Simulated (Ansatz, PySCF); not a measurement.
Gas-phase reaction in SMILES: FC(F)=C(F)F [1,1,2,2-tetrafluoroethene] + 6 [H][H] (H2) → 2 C (CH4) + 4 F (HF)
Geometries: B3LYP-D3(BJ)/def2-TZVP minima from Ansatz (a program for electronic structure).
Geometry of the first species:
SMILES: FC(F)=C(F)F
```xyz
6

C      0.0032     0.0064     0.6604
C     -0.0032    -0.0064    -0.6604
F      0.0249     1.1143     1.3758
F     -0.0115    -1.0873     1.3975
F      0.0115     1.0873    -1.3975
F     -0.0249    -1.1143    -1.3758
```

Wanted: energy of full hydrogenation (enthalpy at 298 K, with B3LYP-D3(BJ) rigid-rotor harmonic-oscillator terms from PySCF), in eV. Cores are frozen in the correlated levels unless marked. No spin-orbit coupling. No relativistic terms. Basis-set limits of correlation are two-point, X^-3; Hartree-Fock from the larger set. [CCSD(T)-MP2]/basis is that difference in the basis named.

RI-MP2/CBS(cc-pVTZ,cc-pVQZ)+[CCSD(T)-MP2]/cc-pVTZ (Ansatz) gives -5.95 eV.

Problem. Another calculation gave -5.71 eV. Which level was it?
A) B2GP-PLYP/def2-TZVPD (Ansatz)
B) HF/def2-TZVPD (PySCF)
C) revPBE/def2-TZVPD (Ansatz)
D) CAM-B3LYP/def2-TZVPD (Ansatz)

Solution. A, B2GP-PLYP/def2-TZVPD (Ansatz). The others give -5.95 (HF), -5.54 (CAM-B3LYP), -5.25 (revPBE) eV.
